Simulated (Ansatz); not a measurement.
CH2Si, SMILES `[C]=[SiH2]` (near-degenerate triplet) (charge 0, multiplicity 3). This triplet lies within 0.05 eV of the relaxed singlet at the level B3LYP/cc-pVTZ // B3LYP-D3(BJ)/def2-TZVP (Ansatz, a first-principles code).

Cartesian coordinates (Å):
SMILES: [C]=[SiH2]
```xyz
4

C      1.6932    -0.1493    -0.0642
Si    -0.0397     0.0035     0.2179
H     -0.7195     1.2894    -0.0766
H     -0.9340    -1.1436    -0.0770
```
Charge 0, spin multiplicity 3.

Frozen-core energies in cc-pVDZ from Ansatz at a geometry from B3LYP-D3(BJ)/def2-TZVP; the HF reference has <S^2> = 2.69 and the T1 diagnostic is 0.075.

| level | energy (Ha) |
|---|---|
| HF | -327.79451 |
| MP2 | -327.94079 |
| CCSD | -327.98665 |

Task: Estimate the energies of CCSD(T), CCSDT and CCSDT(Q), and give each level's difference from CCSDT(Q).

Result: 
```csv
level,energy (Ha),difference from CCSDT(Q) (mHa)
MP2,-327.94079,57.84
CCSD,-327.98665,11.98
CCSD(T),-327.99430,4.33
CCSDT,-327.99782,0.81
CCSDT(Q),-327.99863,0.00
```
